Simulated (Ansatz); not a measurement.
The Si1–Ge2 bond of GeH6Si (SMILES [SiH3][GeH3]) is stretched (multiplicity 1, the rest rigid).
Geometry at rest (charge 0, multiplicity 1):
| atom | x (Å) | y (Å) | z (Å) |
|---|---|---|---|
| Si | -1.6041 | -0.1283 | 0.0205 |
| Ge | 0.7760 | 0.0621 | -0.0099 |
| H | -2.1772 | 0.8180 | 1.0069 |
| H | -1.9990 | -1.5073 | 0.3935 |
| H | -2.1562 | 0.1829 | -1.3193 |
| H | 1.2041 | 1.4898 | -0.3959 |
| H | 1.3883 | -0.9150 | -1.0303 |
| H | 1.3666 | -0.2582 | 1.3754 |

Frozen-core correlation. Filled d and f shells under p-block atoms count as core.

Run with Ansatz (a quantum-chemistry and plane-wave program) with Gaussian orbitals. 

Energies above the point at 2.388 Å (the B3LYP-D3(BJ) bond length), FIC-MRCISD+Q on CASSCF(2,2)/def2-TZVPP (kcal/mol): 10.44 at 2.149 Å; 4.78 at 2.627 Å; 73.76 at 7.641 Å.

### Question
Take the last value as the depth D of a Morse curve D(1 − e^(−a(R − R₀)))², fit a and R₀ to the two near points, and test it at 3.224 and 4.179 Å.

### Answer

With D = 73.8, both near points (counted from the curve's value at 2.388 Å) are met by a = 1.28 Å⁻¹ and R₀ = 2.398 Å, so k = 2Da² = 243 kcal/(mol Å²). The curve then gives 31.5 and 59.5 kcal/mol; the level itself gives 34.1 and 65.6, so Morse is off by -2.6 and -6.1.
